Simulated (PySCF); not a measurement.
C₅H₆N₂Si.
InChI=1S/C5H6N2Si/c6-3-5-1-2-7(8)4-5/h1-2,4H,8H3

Level of theory: B3LYP/def2-SVPD in PySCF (dipole) on a GFN2-xTB geometry, gas phase.

Take the most abundant isotopes and a rigid rotor. 

(1) Give the principal moments of inertia and the rotational constants in GHz.

(2) Classify the top.

(3) Is it planar, by Δ = Ic − Ia − Ib?

(4) Give the other two planar moments, Paa and Pbb, and the rms extents of the mass along the axes.

(5) Predict some low-J microwave lines.

Answers

(1) Ia = 87.48, Ib = 546.05, Ic = 627.63 u·Å²; 505379 MHz·u·Å²/I gives 5777, 925.5 and 805.2 MHz, that is A = 5.7768, B = 0.9255, C = 0.8052 GHz.

(2) A near-prolate asymmetric top. Ray's parameter κ = (2B − A − C)/(A − C) = -0.952; −1 is the prolate and +1 the oblate limit.

(3) Not planar: Δ = Ic − Ia − Ib = -5.90 u·Å². For a rigid frame Δ = −2 Σ m c², so Σ m c² = 2.95 u·Å² lies off the ab plane, practically all of it from hydrogen. The atom farthest from that plane is 1.30 Å away.

(4) Paa = Σ m a² = (Ib + Ic − Ia)/2 = 543.10 and Pbb = Σ m b² = (Ia + Ic − Ib)/2 = 84.53 u·Å². With the mass M = 122.03 u, the rms extents √(P/M) along a, b and c are 2.11, 0.83, 0.16 Å.

(5) The dipole components are |μa| = 6.48 D, |μb| = 0.72 D, |μc| = 0.00 D. Intensities carry the squares of the components, which stand as 1.00 : 0.01 : 0.00 (a : b : c). Some lines, for components of 0.1 D or more:

```json
{"type": "a", "branch": "Q", "J(Ka,Kc)": "2(1,1) ← 2(1,2)", "MHz": "361", "lower level (cm⁻¹)": "0.331"}
{"type": "a", "branch": "R", "J(Ka,Kc)": "1(0,1) ← 0(0,0)", "MHz": "1731", "lower level (cm⁻¹)": "0.000"}
{"type": "a", "branch": "R", "J(Ka,Kc)": "2(1,2) ← 1(1,1)", "MHz": "3341", "lower level (cm⁻¹)": "0.220"}
{"type": "a", "branch": "R", "J(Ka,Kc)": "2(0,2) ← 1(0,1)", "MHz": "3459", "lower level (cm⁻¹)": "0.058"}
{"type": "a", "branch": "R", "J(Ka,Kc)": "2(1,1) ← 1(1,0)", "MHz": "3582", "lower level (cm⁻¹)": "0.224"}
{"type": "b", "branch": "Q", "J(Ka,Kc)": "1(1,0) ← 1(0,1)", "MHz": "4972", "lower level (cm⁻¹)": "0.058"}
{"type": "b", "branch": "Q", "J(Ka,Kc)": "2(1,1) ← 2(0,2)", "MHz": "5094", "lower level (cm⁻¹)": "0.173"}
{"type": "b", "branch": "R", "J(Ka,Kc)": "1(1,1) ← 0(0,0)", "MHz": "6582", "lower level (cm⁻¹)": "0.000"}
{"type": "b", "branch": "R", "J(Ka,Kc)": "2(1,2) ← 1(0,1)", "MHz": "8192", "lower level (cm⁻¹)": "0.058"}
{"type": "b", "branch": "Q", "J(Ka,Kc)": "2(2,0) ← 2(1,1)", "MHz": "14556", "lower level (cm⁻¹)": "0.343"}
{"type": "b", "branch": "Q", "J(Ka,Kc)": "2(2,1) ← 2(1,2)", "MHz": "14915", "lower level (cm⁻¹)": "0.331"}
{"type": "b", "branch": "R", "J(Ka,Kc)": "2(2,1) ← 1(1,0)", "MHz": "18136", "lower level (cm⁻¹)": "0.224"}
{"type": "b", "branch": "R", "J(Ka,Kc)": "2(2,0) ← 1(1,1)", "MHz": "18258", "lower level (cm⁻¹)": "0.220"}
```

No frequency check. These are rigid-rotor constants of the computed structure; measured ground-state constants (B0) also hold zero-point vibration. A rigid rotor knows nothing of internal rotation, which can split or shift real lines. Quadrupole hyperfine structure (14N) is left out.
